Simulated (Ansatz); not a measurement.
`C[Se][SnH3]` + `N=C(O)C[SiH2]Cl` → `N=C(O)[CH2][SnH3]` + `C[Se][SiH2]Cl`  (redistribution)

Calculated with Ansatz (gas phase, PBE0-D4/def2-TZVP geometries, no zero-point term in ΔE). CBS: MP2 limit from def2 TZ/QZ plus the TZ coupled-cluster correction, frozen cores. Functionals use def2-TZVPP. def2 core potentials past Kr. For Se, Sn outer-core shells are correlated without core-valence functions, which leaves a few kJ/mol of doubt a bond. Scalar relativity is left out up to krypton. One conformer a species, not always the lowest.

```tsv
level	ΔE (kcal/mol)
PBE-D4	5.0
ωB97M-V	6.0
HF/def2-TZVPP	8.7
MP2/def2-TZVPP	4.2
```

Q: What does CCSD(T)/CBS give? (Estimate.)

A: The calculation gave: +5.4 kcal/mol. The listed levels differ from it by -0.4, 0.6, 3.3, -1.2 kcal/mol.

Largest T1 diagnostic among the species: 0.013.

In def2-TZVPP, CCSD(T) changes the Hartree–Fock value by −4.0 kcal/mol (the triples alone add −0.5 kcal/mol) and MP2 by −4.5 kcal/mol.
